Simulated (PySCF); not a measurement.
## [OsOCl4]2+ relaxed at several levels

Computed with PySCF 2.14.0, def2-SVP on the ligands, density fitting, scalar-relativistic core potentials, no spin-orbit coupling, vacuum. Each row is relaxed at its own level from the same template. Distances are means of the shortest metal–ligand contacts, charges and spins Mulliken's.

| level | basis on the metal | point group | M–O (Å) | M–Cl (Å) | charge on M (e) | HOMO–LUMO gap (eV) | strongest infrared band, degenerate modes summed (cm⁻¹) | unstable modes (below −25 cm⁻¹) |
| --- | --- | --- | --- | --- | --- | --- | --- | --- |
| PBE0 | def2-SVP with ECP60 | Cs | 1.636 | 2.241 | 0.88 | 1.93 | 1101 | 0 |

Q: What does the calculation give for B3LYP, def2-SVP with ECP60?

A: point group: C1, nearly Cs, M–O (Å): 1.690, M–Cl (Å): 2.238, charge on M (e): 0.82, HOMO–LUMO gap (eV): 2.10, strongest infrared band, degenerate modes summed (cm⁻¹): 976, unstable modes (below −25 cm⁻¹): 0.
```xyz
6

Os    0.0080   -0.0859    0.1677
O    -0.2167    0.2161    1.8155
Cl   -0.1393    0.1881   -2.0757
Cl    2.1924   -0.1702    0.1643
Cl   -1.1348    1.9216    0.0706
Cl   -0.9580   -2.0511    0.1060
```

Moved off a saddle point of the template and relaxed again: B3LYP, PBE0. One start shape was tried for each, so a minimum needn't be the lowest isomer. Small gap, closed shell not tested for a spin-broken solution: [OsOCl4]2+.
